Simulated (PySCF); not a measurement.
Basis-set dependence of SnF⁺ at MP2

PySCF, RHF reference; singlet, unpaired electrons none; De to Sn⁺ + F without counterpoise correction. Frozen cores follow the default of each basis and core potential.

| basis | relativity | functions | Re (Å) | ωe (cm⁻¹) | De (eV) | frozen orbitals |
| --- | --- | --- | --- | --- | --- | --- |
| cc-pVDZ-PP/cc-pVDZ | scalar-relativistic core potentials | 37 | 1.908 | 703 | 4.80 | 5 |
| x2c-SVPall | spin-free X2C | 50 | 1.901 | 712 | 4.95 | 19 |
| def2-TZVPPD | scalar-relativistic core potentials | 96 | 1.875 | 693 | 5.40 | 5 |

Task: How does each smaller set differ from the one with most functions, def2-TZVPPD?

Result: cc-pVDZ-PP/cc-pVDZ: +3.3 pm, +1.4 % in ωe, -0.60 eV in De; x2c-SVPall: +2.6 pm, +2.7 % in ωe, -0.45 eV in De. All at MP2; the set with most functions is neither the basis-set limit nor always the best. The rows treat relativity differently, so the differences are not basis effects alone.

Correlated steps freeze the inner cores (5 to 19 orbitals); shallow outer-core shells are correlated. Correlated levels converge slowly with the basis: in double zeta they bind strong bonds too weakly, by up to about 1 eV, and carry superposition errors of some tenths. Spin–orbit coupling is left out, which matters for elements this heavy, above all for dissociation energies. For an ion De counts to the pair picked by the measured ionisation energies or electron affinities, which need not be the lowest pair at this level. Where the molecule has an RHF reference, its open-shell atoms are computed with UHF.
